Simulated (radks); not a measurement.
Results of a calculation; reference values are marked as such.
Q: These are the eigenvalues of the occupied orbitals of an atom or ion with whole-number occupations (hartree). Code: a radial shooting solver on a logarithmic mesh with Libxc functionals. Model: Dirac Kohn-Sham, PBE, spin-unpolarised, spherical densities, point nucleus.

| orbital | eigenvalue |
|---|---|
| 1s1/2 | -2176.802 |
| 2s1/2 | -367.4757 |
| 2p1/2 | -350.2510 |
| 2p3/2 | -314.2266 |
| 3s1/2 | -82.99067 |
| 3p1/2 | -75.41925 |
| 3p3/2 | -67.81215 |
| 3d3/2 | -54.91126 |
| 3d5/2 | -53.24894 |
| 4s1/2 | -16.77167 |
| 4p1/2 | -13.72815 |
| 4p3/2 | -12.01202 |
| 4d3/2 | -7.00948 |
| 4d5/2 | -6.69742 |
| 5s1/2 | -2.49443 |
| 5p1/2 | -1.67381 |
| 5p3/2 | -1.46249 |
| 4f5/2 | -0.66779 |
| 4f7/2 | -0.62375 |

Which element is it, and in what charge state? The configuration may be excited. Open shells, if any, fill j = l - 1/2 first.

A: Z = 69, thulium, charge +2: Tm2+ in [Xe] 4f13. The list shows which subshells hold electrons but not how many an open one holds; the 1s level, -2176.8 hartree, gives Z - s = 66.0 by -(Z - s)^2/2, which with screening and relativity narrows Z to a few neighbours, and the depths of the outer levels then fix element, charge and occupations together.
